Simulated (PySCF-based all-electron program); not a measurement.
The numbers below are computed, except where a source is named.
## Forces on H6W2, singlet in several shapes

Method: all-electron DFT (in-house code on PySCF), basis-limit composite values; Koelling–Harmon scalar relativity, no spin–orbit coupling, spin-restricted. Forces are good to about 0.026 eV/Å. Atoms are numbered as listed.

Shape A:

```csv
atom,x (Å),y (Å),z (Å)
W,0.0000,0.0000,0.0000
W,0.0000,0.0000,2.2120
H,1.7168,0.0000,-0.0630
H,-0.8584,1.4868,-0.0630
H,-0.8584,-1.4868,-0.0630
H,0.8584,1.4868,2.2750
H,-1.7168,0.0000,2.2750
H,0.8584,-1.4868,2.2750
```

PBE forces:

```tsv
atom	Fx	Fy	Fz (eV/Å)
W1	0.000	0.000	0.197
W2	0.000	0.000	-0.197
H3	0.008	0.000	-0.004
H4	-0.004	0.007	-0.004
H5	-0.004	-0.007	-0.004
H6	0.004	0.007	0.004
H7	-0.008	0.000	0.004
H8	0.004	-0.007	0.004
```

(1) What forces does LDA give in shape A?

Shape B:

```tsv
atom	x (Å)	y (Å)	z (Å)
W	0.0000	0.0000	0.0000
W	0.0000	0.0000	2.4332
H	1.7168	0.0000	-0.0630
H	-0.8584	1.4868	-0.0630
H	-0.8584	-1.4868	-0.0630
H	0.8584	1.4868	2.4962
H	-1.7168	0.0000	2.4962
H	0.8584	-1.4868	2.4962
```

Against shape A, W1–W2 goes from 2.212 to 2.433 Å.

(2) What forces does PBE give in shape B?

Shape C:

| atom | x (Å) | y (Å) | z (Å) |
| --- | --- | --- | --- |
| W | 0.0000 | 0.0000 | 0.0000 |
| W | 0.0000 | 0.0000 | 1.9908 |
| H | 1.7168 | 0.0000 | -0.0630 |
| H | -0.8584 | 1.4868 | -0.0630 |
| H | -0.8584 | -1.4868 | -0.0630 |
| H | 0.8584 | 1.4868 | 2.0537 |
| H | -1.7168 | 0.0000 | 2.0537 |
| H | 0.8584 | -1.4868 | 2.0537 |

Against shape A, W1–W2 goes from 2.212 to 1.991 Å.

PBE forces:

```csv
atom,Fx,Fy,Fz (eV/Å)
W1,0.000,0.000,-10.444
W2,0.000,0.000,10.444
H3,0.115,0.000,0.060
H4,-0.058,0.100,0.060
H5,-0.058,-0.100,0.060
H6,0.058,0.100,-0.060
H7,-0.115,0.000,-0.060
H8,0.058,-0.100,-0.060
```

(3) What forces does LDA give in shape C?

Results:

(1) The forces move by 0.494 eV/Å (r.m.s. over the atoms) from PBE.

```csv
atom,Fx,Fy,Fz (eV/Å)
W1,0.000,0.000,1.142
W2,0.000,0.000,-1.142
H3,-0.141,0.000,0.069
H4,0.071,-0.122,0.069
H5,0.071,0.122,0.069
H6,-0.071,-0.122,-0.069
H7,0.141,0.000,-0.069
H8,-0.071,0.122,-0.069
```

(2) 

```
atom      Fx      Fy  Fz (eV/Å)
  W1   0.000   0.000      4.521
  W2   0.000   0.000     -4.521
  H3  -0.064   0.000     -0.043
  H4   0.032  -0.055     -0.043
  H5   0.032   0.055     -0.043
  H6  -0.032  -0.055      0.043
  H7   0.064   0.000      0.043
  H8  -0.032   0.055      0.043
```

(3) The forces move by 0.740 eV/Å (r.m.s. over the atoms) from PBE.

| atom | Fx | Fy | Fz (eV/Å) |
| --- | --- | --- | --- |
| W1 | 0.000 | 0.000 | -8.992 |
| W2 | 0.000 | 0.000 | 8.992 |
| H3 | -0.030 | 0.000 | 0.134 |
| H4 | 0.015 | -0.026 | 0.134 |
| H5 | 0.015 | 0.026 | 0.134 |
| H6 | -0.015 | -0.026 | -0.134 |
| H7 | 0.030 | 0.000 | -0.134 |
| H8 | -0.015 | 0.026 | -0.134 |
